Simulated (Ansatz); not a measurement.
Li3Br3⁺, that is (LiBr)3 ring with one electron fewer. The state is a doublet with charge 1. Geometry B3LYP-D4/def2-SVP; atoms count from 1.

Cartesian coordinates in Å:
```
Li -1.279 -1.866 -0.513
Br -1.864 0.093 -1.757
Li -0.399 1.889 -1.046
Br 1.408 2.066 0.561
Li 1.688 -0.076 1.588
Br 0.444 -2.106 1.166
```

Problem. Estimate the Mulliken populations from the PBE0/def2-TZVP orbitals of Ansatz.

Solution. 
```csv
atom,charge (e),spin (α − β)
Li1,0.81,-0.01
Br2,-0.49,0.32
Li3,0.81,0.00
Br4,-0.49,0.32
Li5,0.81,-0.01
Br6,-0.45,0.38
```
Mulliken values and Mayer orders depend strongly on the basis.

Problem. Where does the spin sit?

Solution. Summed by element: Li -0.03, Br 1.03, of 1 unpaired in all. Largest on single atoms: Br6 0.38, Br4 0.32, Br2 0.32.
